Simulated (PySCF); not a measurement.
# Relaxation of singlet Ag₃Te⁺

Method: PySCF, PBE0, basis Te def2-TZVP with ECP28, Ag def2-TZVP with ECP28 (scalar-relativistic core potentials, no spin–orbit coupling, density fitting). A (50,194) grid was used.

A hand-made trigonal pyramidal start, of C3v symmetry, held to at least that symmetry:

```xyz
4
charge 1 multiplicity 1, angstrom
Te    0.0000    0.0000   -0.8645
Ag    2.2844    0.0000    0.3501
Ag   -1.1422    1.9783    0.3501
Ag   -1.1422   -1.9783    0.3501
```

Optimiser trace:
```
step  E − E(last) (kJ/mol)  largest gradient (Eh/bohr)
   0                  7.69                     0.01235
   1                  5.31                     0.00768
   2                  3.04                     0.00429
   3                  2.58                     0.00384
   4                  0.08                     0.00044
   5                  0.00                     0.00007
```

It ends at C3v with Te–Ag 2.616 Å (×3); Ag–Te–Ag 87.2° (×3) (after a last refinement on a finer grid). A frequency run shows a minimum. Other isomers or separated fragments may lie lower.

Final geometry:
Coordinates in bohr (charge 1 multiplicity 1):
```
Te    0.0000    0.0000   -2.1314
Ag    3.9359    0.0000    0.8595
Ag   -1.9680    3.4086    0.8595
Ag   -1.9679   -3.4086    0.8595
```

Stability towards spin polarisation was not tested.

The relaxation took of the order of 9 core-minutes on a shared host.
